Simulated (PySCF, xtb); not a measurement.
pentalene (C8H6), SMILES C1=CC2=CC=CC2=C1.

Harmonic wavenumbers (cm⁻¹) from GFN2-xTB (xtb) at its own minimum, in rising order: 135, 274, 449, 485, 507, 632, 658, 686, 784, 795, 812, 822, 843, 846, 864, 883, 980, 1000, 1047, 1087, 1117, 1147, 1198, 1251, 1267, 1324, 1543, 1549, 1638, 1638, 3119, 3119, 3130, 3130, 3148, 3149.

Q: What does ωB97X-D3(BJ)/def2-SVP (PySCF 2.14.0) give at its own minimum? (Estimate from the structure and the level; the computed values follow.)

A: 161, 300, 453, 526, 553, 669, 678, 726, 750, 801, 856, 868, 918, 937, 960, 974, 976, 978, 1064, 1100, 1122, 1196, 1266, 1351, 1351, 1408, 1611, 1637, 1734, 1737, 3238, 3239, 3248, 3249, 3271, 3271. Paired by order, the mean absolute difference is 62 cm⁻¹ and the zero-point energies are 67.3 and 70.3 kcal/mol.
